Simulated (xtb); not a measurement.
xtb input (GFN2-xTB):

```bash
xtb mol.xyz --gfn 2 --sp --chrg 0 --uhf 0
```
mol.xyz:
```
4

Br    -1.32110488     1.47994098     0.01707877
Ga    -0.48916427    -0.65541676    -0.01039227
Br     1.79482249    -0.84522073    -0.00701467
H     -1.41602427    -1.89728910    -0.03008336
```

Output:

```
           -------------------------------------------------
          |                Calculation Setup                |
           -------------------------------------------------

           -------------------------------------------------
          |                 G F N 2 - x T B                 |
           -------------------------------------------------

        Reference                      10.1021/acs.jctc.8b01176
      * Hamiltonian:
        H0-scaling (s, p, d)           1.850000    2.230000    2.230000
        zeta-weighting                 0.500000
      * Dispersion:
        s8                             2.700000
        a1                             0.520000
        a2                             5.000000
        s9                             5.000000
      * Repulsion:
        kExp                           1.500000    1.000000
        rExp                           1.000000
      * Coulomb:
        alpha                          2.000000
        third order                    shell-resolved
        anisotropic                    true
        a3                             3.000000
        a5                             4.000000
        cn-shift                       1.200000
        cn-exp                         4.000000
        max-rad                        5.000000

          ...................................................
          :                      SETUP                      :
          :.................................................:
          :  # basis functions                  31          :
          :  # atomic orbitals                  28          :
          :  # shells                           10          :
          :  # electrons                        18          :
          :  max. iterations                   250          :
          :  Hamiltonian                  GFN2-xTB          :
          :  restarted?                      false          :
          :  GBSA solvation                  false          :
          :  PC potential                    false          :
          :  electronic temp.          300.0000000     K    :
          :  accuracy                    1.0000000          :
          :  -> integral cutoff          0.2500000E+02      :
          :  -> integral neglect         0.1000000E-07      :
          :  -> SCF convergence          0.1000000E-05 Eh   :
          :  -> wf. convergence          0.1000000E-03 e    :
          :  Broyden damping             0.4000000          :
          :  net charge                          0          :
          :  unpaired electrons                  0          :
          ...................................................

 iter      E             dE          RMSdq      gap      omega  full diag
   1     -9.9762812 -0.997628E+01  0.255E+01    4.59       0.0  T
   2    -10.0019018 -0.256205E-01  0.165E+01    4.24       1.0  T
   3    -10.0039004 -0.199862E-02  0.232E+00    4.47       1.0  T
   4    -10.0057208 -0.182041E-02  0.164E+00    4.29       1.0  T
   5    -10.0062170 -0.496215E-03  0.806E-01    4.28       1.0  T
   6    -10.0064180 -0.200997E-03  0.489E-01    4.28       1.0  T
   7    -10.0063438  0.742305E-04  0.304E-01    4.31       1.0  T
   8    -10.0064904 -0.146608E-03  0.589E-02    4.29       1.0  T
   9    -10.0064906 -0.186670E-06  0.207E-02    4.30       2.4  T
  10    -10.0064910 -0.409914E-06  0.822E-03    4.29       6.1  T
  11    -10.0064910 -0.490982E-07  0.367E-03    4.29      13.6  T
  12    -10.0064910 -0.319354E-08  0.103E-03    4.29      48.6  T
  13    -10.0064910 -0.109129E-08  0.147E-04    4.29     339.2  T
  14    -10.0064910 -0.367351E-11  0.572E-05    4.29     874.8  T

   *** convergence criteria satisfied after 14 iterations ***

         #    Occupation            Energy/Eh            Energy/eV
      -------------------------------------------------------------
         1        2.0000           -0.8701462             -23.6779
       ...           ...                  ...                  ...
         3        2.0000           -0.6090974             -16.5744
         4        2.0000           -0.4815086             -13.1025
         5        2.0000           -0.4789485             -13.0329
         6        2.0000           -0.4677495             -12.7281
         7        2.0000           -0.4650669             -12.6551
         8        2.0000           -0.4640332             -12.6270
         9        2.0000           -0.4557068             -12.4004 (HOMO)
        10                         -0.2978872              -8.1059 (LUMO)
        11                         -0.2100672              -5.7162
        12                         -0.1066831              -2.9030
        13                         -0.0520410              -1.4161
        14                         -0.0488997              -1.3306
       ...                                ...                  ...
        28                          2.5398591              69.1131
      -------------------------------------------------------------
                  HL-Gap            0.1578195 Eh            4.2945 eV
             Fermi-level           -0.3767970 Eh          -10.2532 eV

 SCC (total)                   0 d,  0 h,  0 min,  0.004 sec
 SCC setup                      ...        0 min,  0.000 sec (  1.730%)
 Dispersion                     ...        0 min,  0.000 sec (  0.547%)
 classical contributions        ...        0 min,  0.000 sec (  0.326%)
 integral evaluation            ...        0 min,  0.001 sec ( 17.492%)
 iterations                     ...        0 min,  0.002 sec ( 55.199%)
 molecular gradient             ...        0 min,  0.001 sec ( 23.288%)
 printout                       ...        0 min,  0.000 sec (  1.272%)

         :::::::::::::::::::::::::::::::::::::::::::::::::::::
         ::                     SUMMARY                     ::
         :::::::::::::::::::::::::::::::::::::::::::::::::::::
         :: total energy              -9.993189487523 Eh    ::
         :: gradient norm              0.004466336064 Eh/a0 ::
         :: HOMO-LUMO gap              4.294488196331 eV    ::
         ::.................................................::
         :: SCC energy               -10.006490488279 Eh    ::
         :: -> isotropic ES            0.017187453305 Eh    ::
         :: -> anisotropic ES          0.001942481464 Eh    ::
         :: -> anisotropic XC         -0.018681449853 Eh    ::
         :: -> dispersion             -0.002918219776 Eh    ::
         :: repulsion energy           0.013301000755 Eh    ::
         :: add. restraining           0.000000000000 Eh    ::
         :: total charge               0.000000000000 e     ::
         :::::::::::::::::::::::::::::::::::::::::::::::::::::

           -------------------------------------------------
          |                Property Printout                |
           -------------------------------------------------

    * Orbital Energies and Occupations

         #    Occupation            Energy/Eh            Energy/eV
      -------------------------------------------------------------
         1        2.0000           -0.8701462             -23.6779
         2        2.0000           -0.8650913             -23.5403
         3        2.0000           -0.6090974             -16.5744
         4        2.0000           -0.4815086             -13.1025
         5        2.0000           -0.4789485             -13.0329
         6        2.0000           -0.4677495             -12.7281
         7        2.0000           -0.4650669             -12.6551
         8        2.0000           -0.4640332             -12.6270
         9        2.0000           -0.4557068             -12.4004 (HOMO)
        10                         -0.2978872              -8.1059 (LUMO)
Note: The following floating-point exceptions are signalling: IEEE_DENORMAL
normal termination of xtb
        11                         -0.2100672              -5.7162
        12                         -0.1066831              -2.9030
        13                         -0.0520410              -1.4161
        14                         -0.0488997              -1.3306
        15                         -0.0187819              -0.5111
        16                         -0.0056814              -0.1546
        17                          0.0036477               0.0993
        18                          0.0055711               0.1516
        19                          0.0062535               0.1702
        20                          0.0115681               0.3148
       ...                                ...                  ...
        28                          2.5398591              69.1131
      -------------------------------------------------------------
                  HL-Gap            0.1578195 Eh            4.2945 eV
             Fermi-level           -0.3767970 Eh          -10.2532 eV

     #   Z          covCN         q      C6AA      α(0)
     1  35 Br       0.818    -0.069   186.623    22.025
     2  31 Ga       2.539     0.145   215.047    32.886
     3  35 Br       0.818    -0.069   186.623    22.025
     4   1 H        0.906    -0.006     3.174     2.787

 Mol. C6AA /au·bohr⁶  :       1882.582914
 Mol. C8AA /au·bohr⁸  :     140913.514943
 Mol. α(0) /au        :         79.723963

Wiberg/Mayer (AO) data.
largest (>0.10) Wiberg bond orders for each atom

 ---------------------------------------------------------------------------
     #   Z sym  total        # sym  WBO       # sym  WBO       # sym  WBO
 ---------------------------------------------------------------------------
     1  35 Br   1.512 --     2 Ga   1.288     4 H    0.132
     2  31 Ga   3.312 --     3 Br   1.288     1 Br   1.288     4 H    0.737
     3  35 Br   1.512 --     2 Ga   1.288     4 H    0.132
     4   1 H    1.000 --     2 Ga   0.737     3 Br   0.132     1 Br   0.132
 ---------------------------------------------------------------------------

Topologies differ in total number of bonds
Writing topology from bond orders to xtbtopo.mol

molecular dipole:
                 x           y           z       tot (Debye)
 q only:       -0.180      -0.241      -0.004
   full:       -1.016      -1.361      -0.022       4.317
molecular quadrupole (traceless):
                xx          xy          yy          xz          yz          zz
 q only:       -0.864       1.451      -0.002       0.016      -0.008       0.866
  q+dip:       -6.326      10.073      -0.344       0.106      -0.071       6.670
   full:       -8.291      10.146      -2.264       0.091      -0.151      10.555

           -------------------------------------------------
          | TOTAL ENERGY               -9.993189487523 Eh   |
          | GRADIENT NORM               0.004466336064 Eh/α |
          | HOMO-LUMO GAP               4.294488196331 eV   |
           -------------------------------------------------

------------------------------------------------------------------------
------------------------------------------------------------------------
 total:
 SCF:
```
